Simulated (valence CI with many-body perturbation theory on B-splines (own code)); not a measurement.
Tm³⁸⁺: calculated level list

Calculated by relativistic CI+MBPT: three valence electrons over a frozen Dirac-Fock core [Ar] 3d10, a basis of 11 s, 11 p, 10 d, 8 f, 5 g, 2 h functions for each j, with the one-electron correlation potential Σ1, the two-electron term Σ2, the three-electron term Σ3, Breit, model QED; selected CI, second order for the rest, scaled by the run's own slope (own B-spline code, finite nucleus).

No measured spectrum was set against this ion. As an estimate, large intervals hold to a few tenths of a per cent, small ones and those within an open d or f shell to about a per cent.

Levels 1 to 45 of 195, with energies above the lowest level, (4s^2 4p1/2) J=1/2. "Leading %" is the weight of the configuration and term that name the level; weights of strongly mixed levels are sums over their largest components and can fall short. In the jj column 3d3/2^4 stands for four electrons in 3d with j = 3/2.

| No. | Configuration | Term | J | E (× 10³ cm⁻¹) | Leading % | Second component | g | Leading jj |
| --- | --- | --- | --- | --- | --- | --- | --- | --- |
| 1 | 4s2 4p | 2P° | 1/2 | 0.00 | 99 |  | 0.660 | 4s^2 4p1/2 (99 %) |
| 2 | 4s2 4p | 2P° | 3/2 | 544.02 | 99 |  | 1.330 | 4s^2 4p3/2 (99 %) |
| 3 | 4s 4p2 | 4P | 1/2 | 679.31 | 61 | 27 % 4s 4p2 2S | 2.244 | 4s 4p1/2^2 (96 %) |
| 4 | 4s 4p2 | 4P | 3/2 | 1131.9 | 92 | 6 % 4s 4p2 2D | 1.666 | 4s 4p1/2 4p3/2 (99 %) |
| 5 | 4s 4p2 | 2D | 5/2 | 1191.5 | 55 | 44 % 4s 4p2 4P | 1.370 | 4s 4p1/2 4p3/2 (97 %) |
| 6 | 4s 4p2 | 2D | 3/2 | 1277.7 | 66 | 28 % 4s 4p2 2P | 0.963 | 4s 4p1/2 4p3/2 (94 %) |
| 7 | 4s 4p2 | 2P | 1/2 | 1299.7 | 71 | 25 % 4s 4p2 4P | 1.212 | 4s 4p1/2 4p3/2 (95 %) |
| 8 | 4s 4p2 | 4P | 5/2 | 1685.9 | 49 | 31 % 4s 4p2 2D | 1.394 | 4s 4p3/2^2 (80 %) |
| 9 | 4s2 4d | 2D | 3/2 | 1691.0 | 89 | 9 % 4s 4p2 2P | 0.851 | 4s^2 4d3/2 (89 %) |
| 10 | 4s2 4d | 2D | 5/2 | 1840.2 | 78 | 14 % 4s 4p2 2D | 1.225 | 4s^2 4d5/2 (78 %) |
| 11 | 4s 4p2 | 2S | 1/2 | 1844.1 | 69 | 16 % 4s 4p2 2P | 1.869 | 4s 4p3/2^2 (98 %) |
| 12 | 4s 4p2 | 2P | 3/2 | 1875.7 | 60 | 27 % 4s 4p2 2D | 1.171 | 4s 4p3/2^2 (92 %) |
| 13 | 4p3 | 2P° | 3/2 | 1964.3 | 44 | 27 % 4p3 2D° | 1.329 | 4p1/2^2 4p3/2 (94 %) |
| 14 | 4s 4p 4d | 4F° | 3/2 | 2230.7 | 80 | 15 % 4s 4p 4d 2D° | 0.500 | 4s 4p1/2 4d3/2 (98 %) |
| 15 | 4s 4p 4d | 4F° | 5/2 | 2275.6 | 50 | 20 % 4s 4p 4d 2F° | 1.052 | 4s 4p1/2 4d3/2 (91 %) |
| 16 | 4s 4p 4d | 4D° | 1/2 | 2373.5 | 64 | 28 % 4s 4p 4d 2P° | 0.379 | 4s 4p1/2 4d3/2 (96 %) |
| 17 | 4s 4p 4d | 4D° | 3/2 | 2375.2 | 36 | 22 % 4s 4p 4d 4P° | 1.323 | 4s 4p1/2 4d3/2 (84 %) |
| 18 | 4s 4p 4d | 4P° | 5/2 | 2396.2 | 27 | 22 % 4s 4p 4d 4D° | 1.283 | 4s 4p1/2 4d5/2 (86 %) |
| 19 | 4p3 | 4S° | 3/2 | 2422.1 | 36 | 19 % 4p3 2D° | 1.347 | 4p1/2 4p3/2^2 (54 %) |
| 20 | 4s 4p 4d | 4F° | 7/2 | 2435.0 | 53 | 24 % 4s 4p 4d 2F° | 1.252 | 4s 4p1/2 4d5/2 (94 %) |
| 21 | 4p3 | 2D° | 5/2 | 2447.8 | 32 | 24 % 4s 4p 4d 4P° | 1.257 | 4s 4p1/2 4d5/2 (65 %) |
| 22 | 4p3 | 2P° | 1/2 | 2550.8 | 94 | 6 % 4s 4p 4d 2P° | 0.661 | 4p1/2 4p3/2^2 (94 %) |
| 23 | 4s 4p 4d | 2F° | 5/2 | 2551.2 | 49 | 45 % 4p3 2D° | 1.027 | 4p1/2 4p3/2^2 (45 %) |
| 24 | 4p3 | 2D° | 3/2 | 2577.9 | 24 | 24 % 4s 4p 4d 2D° | 1.138 | 4s 4p1/2 4d5/2 (46 %) |
| 25 | 4s 4p 4d | 4D° | 5/2 | 2834.9 | 51 | 19 % 4s 4p 4d 4F° | 1.255 | 4s 4p3/2 4d3/2 (93 %) |
| 26 | 4s 4p 4d | 4D° | 3/2 | 2836.2 | 42 | 39 % 4s 4p 4d 4P° | 1.346 | 4s 4p3/2 4d3/2 (97 %) |
| 27 | 4s 4p 4d | 4P° | 1/2 | 2836.9 | 87 | 12 % 4s 4p 4d 4D° | 2.332 | 4s 4p3/2 4d3/2 (98 %) |
| 28 | 4s 4p 4d | 4F° | 7/2 | 2850.0 | 39 | 37 % 4s 4p 4d 4D° | 1.281 | 4s 4p3/2 4d3/2 (75 %) |
| 29 | 4s 4p 4d | 4F° | 9/2 | 2873.7 | 100 |  | 1.330 | 4s 4p3/2 4d5/2 (100 %) |
| 30 | 4s2 4f | 2F° | 5/2 | 2919.9 | 44 | 42 % 4s 4p 4d 2F° | 0.900 | 4s 4p3/2 4d3/2 (51 %) |
| 31 | 4s 4p 4d | 2D° | 3/2 | 2926.5 | 57 | 27 % 4s 4p 4d 4P° | 1.054 | 4s 4p3/2 4d5/2 (51 %) |
| 32 | 4p3 | 2P° | 3/2 | 2952.8 | 22 | 22 % 4s 4p 4d 2D° | 1.193 | 4p3/2^3 (40 %) |
| 33 | 4s 4p 4d | 2D° | 5/2 | 2958.6 | 46 | 38 % 4s 4p 4d 4P° | 1.346 | 4s 4p3/2 4d5/2 (98 %) |
| 34 | 4s2 4f | 2F° | 7/2 | 2976.6 | 49 | 27 % 4s 4p 4d 4D° | 1.217 | 4s 4p3/2 4d5/2 (51 %) |
| 35 | 4s 4p 4d | 2P° | 1/2 | 3002.8 | 75 | 20 % 4s 4p 4d 4D° | 0.591 | 4s 4p3/2 4d3/2 (89 %) |
| 36 | 4s 4p 4d | 2F° | 7/2 | 3015.1 | 89 | 6 % 4s 4p 4d 4D° | 1.161 | 4s 4p3/2 4d5/2 (82 %) |
| 37 | 4p2 4d | 4F | 3/2 | 3037.4 | 38 | 27 % 4p2 4d 2D | 0.762 | 4p1/2^2 4d3/2 (98 %) |
| 38 | 4s2 4f | 2F° | 5/2 | 3083.0 | 38 | 37 % 4s 4p 4d 2D° | 1.003 | 4s^2 4f5/2 (38 %) |
| 39 | 4s 4p 4d | 2P° | 1/2 | 3097.2 | 89 |  | 0.682 | 4s 4p3/2 4d5/2 (89 %) |
| 40 | 4s 4p 4d | 2P° | 3/2 | 3124.1 | 80 | 6 % 4s 4p 4d 2D° | 1.305 | 4s 4p3/2 4d5/2 (96 %) |
| 41 | 4s2 4f | 2F° | 7/2 | 3142.0 | 46 | 41 % 4s 4p 4d 2F° | 1.167 | 4s^2 4f7/2 (46 %) |
| 42 | 4s 4p 4d | 2F° | 5/2 | 3165.1 | 38 | 34 % 4s 4p 4d 2D° | 1.017 | 4s 4p3/2 4d5/2 (73 %) |
| 43 | 4p3 | 2P° | 3/2 | 3188.1 | 30 | 20 % 4p3 2D° | 1.165 | 4p3/2^3 (56 %) |
| 44 | 4p2 4d | 2D | 5/2 | 3189.2 | 27 | 23 % 4p2 4d 4D | 1.190 | 4p1/2^2 4d5/2 (94 %) |
| 45 | 4p2 4d | 2F | 5/2 | 3498.2 | 46 | 39 % 4p2 4d 4F | 0.939 | 4p1/2 4p3/2 4d3/2 (86 %) |

The ionisation energy to 4s2 1S_0 of the next ion comes out as 1762.2 eV (NIST: 1761 ± 4 eV (theoretical)). All 195 levels together are meant to be complete up to 5474.6 × 10³ cm⁻¹.
